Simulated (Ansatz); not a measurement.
F2MoOS, SMILES `[O]=[Mo]([F])([F])=[S]` at its PBE0-D4/def2-TZVP geometry, where that method's forces vanish. Charge 0, multiplicity 1. Mo takes the def2 core potential.

```xyz
5

O    -1.0669   -0.8455   -1.0156
Mo   -0.0061   -0.0819    0.0062
F     1.6958   -0.6799   -0.3178
F    -0.5197   -0.3601    1.7433
S    -0.1031    1.9674   -0.4161
```

**Question.** What forces (eV/Å) does r2SCAN-D4/def2-TZVPP give on these atoms in Ansatz 0.2.0? (Best estimate.)

**Answer.** The calculation gave: 
```
O1  -0.493 -0.376 -0.471
Mo2  0.405 -0.008  0.436
F3   0.170 -0.071 -0.041
F4  -0.062 -0.038  0.175
S5  -0.020  0.493 -0.098
```
